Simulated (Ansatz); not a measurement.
# A relaxation, step by step

CH5FZn, closed shell, PBE0-D4/def2-TZVP (Ansatz 0.2.0). Settings:

```yaml
hamiltonian: {xc: pbe0, dispersion: d4}
relax: {f_tol: 0.005, max_steps: 200}
```

Start, a step off a saddle point along its unstable mode:

Zn1  (-0.181, -0.022, -0.489)
F2  (-1.493, 0.035, -1.815)
C3  (0.224, 0.108, 1.426)
H4  (0.030, -0.233, -2.325)
H5  (0.650, -0.313, -2.227)
H6  (-0.751, 0.298, 1.894)
H7  (0.889, 0.937, 1.681)
H8  (0.632, -0.811, 1.854)
(Å)

| step | energy less the last (meV) | largest force component (eV/Å) |
| --- | --- | --- |
| 1 | 1139.4 | 7.585 |
| 2 | 425.0 | 1.020 |
| 3 | 207.4 | 0.908 |
| 4 | 70.1 | 0.607 |
| 5 | 13.2 | 0.325 |
| 6 | 0.9 | 0.179 |
| 7 | 0.1 | 0.018 |
| 8 | 0.1 | 0.002 |
| 9 | 0.1 | 0.003 |
| 10 | 0.0 | 0.005 |
| 11 | 0.0 | 0.021 |
| 12 | 0.0 | 0.010 |
| 13 | 0.0 | 0.001 |

Step 4, positions (Å) and forces (eV/Å):

| atom | x | y | z | Fx | Fy | Fz |
| --- | --- | --- | --- | --- | --- | --- |
| Zn1 | -0.681 | 0.066 | -0.322 | 0.122 | 0.042 | 0.607 |
| F2 | -1.728 | 0.078 | -1.730 | -0.199 | 0.003 | -0.261 |
| C3 | 0.162 | 0.116 | 1.418 | -0.153 | 0.017 | -0.063 |
| H4 | 0.304 | -0.284 | -2.441 | 0.582 | -0.079 | 0.044 |
| H5 | 1.039 | -0.369 | -2.237 | -0.416 | 0.045 | -0.152 |
| H6 | -0.644 | 0.307 | 2.141 | 0.234 | -0.040 | -0.058 |
| H7 | 0.902 | 0.917 | 1.499 | -0.093 | -0.044 | -0.053 |
| H8 | 0.646 | -0.830 | 1.673 | -0.077 | 0.057 | -0.063 |

Step 11, positions (Å) and forces (eV/Å):

```csv
atom,x,y,z,Fx,Fy,Fz
Zn1,-0.919,0.115,-0.174,-0.003,0.000,0.000
F2,-1.879,0.108,-1.647,0.001,0.000,-0.001
C3,0.106,0.127,1.441,0.000,0.001,0.007
H4,0.528,-0.329,-2.571,0.021,-0.002,0.007
H5,1.234,-0.407,-2.333,-0.021,0.002,-0.007
H6,-0.540,0.307,2.303,0.003,-0.001,-0.004
H7,0.862,0.912,1.403,0.000,-0.001,-0.001
H8,0.608,-0.833,1.578,0.000,0.001,-0.001
```

Step 12, positions (Å) and forces (eV/Å):

```tsv
atom	x	y	z	Fx	Fy	Fz
Zn1	-0.919	0.115	-0.173	-0.001	0.000	0.000
F2	-1.877	0.107	-1.647	0.001	0.000	0.000
C3	0.105	0.127	1.443	-0.001	0.000	0.002
H4	0.527	-0.329	-2.574	0.010	-0.001	0.004
H5	1.234	-0.408	-2.339	-0.010	0.001	-0.003
H6	-0.540	0.307	2.304	0.001	0.000	-0.001
H7	0.862	0.913	1.405	0.000	0.000	0.000
H8	0.607	-0.832	1.580	0.000	0.000	0.000
```

Last step (13):

```json
{"atom": "Zn1", "x (Å)": "-0.9200", "y (Å)": "0.1152", "z (Å)": "-0.1737"}
{"atom": "F2", "x (Å)": "-1.8782", "y (Å)": "0.1077", "z (Å)": "-1.6479"}
{"atom": "C3", "x (Å)": "0.1055", "y (Å)": "0.1269", "z (Å)": "1.4417"}
{"atom": "H4", "x (Å)": "0.5279", "y (Å)": "-0.3291", "z (Å)": "-2.5702"}
{"atom": "H5", "x (Å)": "1.2339", "y (Å)": "-0.4073", "z (Å)": "-2.3330"}
{"atom": "H6", "x (Å)": "-0.5389", "y (Å)": "0.3070", "z (Å)": "2.3036"}
{"atom": "H7", "x (Å)": "0.8623", "y (Å)": "0.9124", "z (Å)": "1.4026"}
{"atom": "H8", "x (Å)": "0.6076", "y (Å)": "-0.8327", "z (Å)": "1.5770"}
```

Hardware: 4 CPU threads of an Intel Xeon, shared host. Wall time about 42 s.
